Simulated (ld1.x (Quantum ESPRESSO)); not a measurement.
**PBE ultrasoft dataset for bismuth (Bi), scalar-relativistic all-electron reference.**

```
Element                 : bismuth (Bi)
Generator               : ld1.x (Quantum ESPRESSO) 7.5
Type                    : ultrasoft
Functional              : PBE
Relativity              : scalar-relativistic
Frozen core             : [Xe] 4f14 5d10
Valence charge          : 5
Reference configuration : 6s2 6p3
Partial waves           : 6s (bound): rcut 1.35, rcutus 1.50 bohr; 6s channel at 1.55 Ry: rcut 1.35, rcutus 1.50 bohr; 6p (bound): rcut 2.15, rcutus 2.85 bohr; 6p channel at 0.2 Ry: rcut 2.15, rcutus 2.85 bohr
Local potential         : all-electron potential smoothed inside 2.75 bohr (lloc = -1)
Core correction         : a·sin(br)/r model core inside 1.10 bohr
Augmentation charge     : built from norm-conserving waves at rcut, not smoothed further
```

All-electron outer shells of the reference configuration (PBE, scalar-relativistic, ld1.x):

```tsv
shell	level (eV)	outermost node (bohr)	outermost maximum (bohr)
5p	-95.86	0.48	0.86
5d	-27.08	0.51	1.03
6s	-14.48	0.98	1.88
6p	-4.57	1.14	2.44
```

Question: Is a potential produced?

Answer: No. ld1.x (Quantum ESPRESSO) 7.5 stopped with "run_pseudo: Errors in PS-KS equation": the pseudo-atom solver did not find the valence states with the expected number of nodes, which is the usual sign of a ghost state. Before that it printed "Warning: n=1, l=0 expected 0 nodes, found 1".
